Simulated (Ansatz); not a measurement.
Job for Ansatz (a first-principles code): R-BLYP/def2-TZVPP on FHOTe (SMILES O[Te]F), a point of a torsion scan. Elements past Kr take the def2 small-core potentials; no spin–orbit coupling.

Ansatz 0.2 input:
```yaml
crystal:
  periodic: [false, false, false]
  atoms:
    - {symbol: O, position_ang: [-1.13152744, 0.24173342, 0.19881263]}
    - {symbol: Te, position_ang: [0.69043221, 0.92975060, -0.02358496]}
    - {symbol: F, position_ang: [0.69082828, 0.42573475, -1.94243580]}
    - {symbol: H, position_ang: [-1.24553670, -0.48120140, -0.42264626]}
basis:
  gaussian:
    orbitals: def2-TZVPP
hamiltonian:
  xc: {name: BLYP}
scf: {lower_state_search: off}
```

The log:

```
WARN ansatz: RAYON_NUM_THREADS=1 ignored (pool sized by the plan → 1); use --threads N
Functional definition: BLYP
these checks for a lower state are left out or cut short: stability, starts, cluster_reference, orbital_swaps, neighbouring_geometries, increment
integrals: 0.04 GiB planned
752 factors; their error is unknown
mean field: 0.31 GiB planned
mean field evaluation 1: about -12064.1396 eV, gradient 7.8e1 eV
mean field evaluation 2: about -11951.2355 eV, gradient 2.0e2 eV
mean field evaluation 4: about -12072.6978 eV, gradient 2.8e1 eV
mean field evaluation 8: about -12073.9458 eV, gradient 2.4e-1 eV
mean field evaluation 16: about -12073.8202 eV, gradient 7.5e-4 eV
mean field -12073.82015368 eV, -443.7047067184 hartree, gradient 3.5e-6 eV, S^2 0.000000; 0 other end points of the search recorded, 0 dependent functions left out
reference -12073.82041325 eV, -443.7047162575 hartree; 21, 21 occupied and 105, 105 virtual orbitals, 752 factors
Total energy: -12073.82041325 eV, -443.7047162575 hartree
Checks for a lower state left out: stability, starts, cluster_reference, orbital_swaps, neighbouring_geometries, increment
```

The calculation finished and met its thresholds.

Cost: roughly 1.0 core-seconds.
